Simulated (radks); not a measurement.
Spherical jellium clusters: N electrons in a uniform positive sphere of charge N and radius rs N^(1/3), rs = 5.33 bohr. Calculated with a radial shooting solver with Libxc functionals: non-relativistic Kohn-Sham, PBEsol, spin-polarised, spherical densities. Levels are named by radial order and angular momentum (1s, 1p, 1d, 2s, ...), and open shells are averaged over m.

N = 4, configuration 1s2 1p(up 2, down 0). This is the lowest configuration that the search found. Occupied levels:

| level | occupation | eigenvalue (eV) | <r> (bohr) |
|---|---|---|---|
| 1s up | 1 | -3.2273 | 6.016 |
| 1s down | 1 | -2.8307 | 5.578 |
| 1p up | 2 | -2.2534 | 7.262 |

Energy (eV): total -6.28053, kinetic 4.6267, external -60.583, Hartree 29.918, exchange-correlation -11.118, background 30.875.
